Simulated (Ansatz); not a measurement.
Reaction (atomization): `CN([SiH3])B[SiH3]` → B• + C• + 10 H• + N• + 2 Si•

Program: Ansatz. Geometries: PBE0-D4/def2-TZVP. ΔE: electronic, gas phase. CCSD(T)/CBS adds triple-zeta CCSD(T) − MP2 to the extrapolated MP2 energy (def2 sets, frozen cores). This one scheme is used for every species, atoms too. DFT in def2-TZVPP. B3LYP here is the variant with VWN-RPA as its local correlation; programs differ in this. Open shells (•) are unrestricted, without spin–orbit coupling. Spin–orbit coupling would lower the free atoms: a little for B, C, Si. One conformer a species, not always the lowest.

```tsv
level	ΔE (eV)	difference from CCSD(T)/CBS
PBE-D4	52.86	0.26
r2SCAN-D4	52.64	0.04
PBE0-D4	52.46	-0.14
B3LYP-D4	52.88	0.28
ωB97X-V	53.01	0.41
ωB97M-V	52.84	0.24
B2PLYP	52.10	-0.50
PBE	52.50	-0.10
r2SCAN	52.54	-0.06
PBE0	52.15	-0.45
B3LYP	52.31	-0.29
HF/def2-TZVPP	39.70	-12.90
MP2/def2-TZVPP	51.40	-1.20
SCS-MP2/def2-TZVPP	51.80	-0.80
CCSD/def2-TZVPP	50.78	-1.82
CCSD(T)/def2-TZVPP	51.35	-1.25
HF/def2-QZVPP	39.78	-12.82
MP2/def2-QZVPP	52.15	-0.45
SCS-MP2/def2-QZVPP	52.66	0.06
HF/CBS(def2)	39.79	-12.81
MP2/CBS(def2)	52.66	0.06
CCSD/CBS(def2)	52.04	-0.56
CCSD(T)/CBS	52.60	0
```

Largest T1 diagnostic among the species: 0.014.

From PBE to PBE0 (25 % exact exchange), in def2-TZVPP and without D4, ΔE moves by −0.35 eV: exact exchange takes away binding that semilocal exchange gives to molecules. The D4 term adds +0.58 eV with B3LYP and +0.31 eV with PBE0; it sums over pairs of atoms, weighted by their polarisabilities, and B3LYP, whose exchange is more repulsive, gets the larger term.

For atomizations the MP2-based limit and the directly extrapolated one differ by several kJ/mol either way, and by 10 to 25 for some Ge, Se and Sn compounds, so smaller differences from it don't rank the levels.
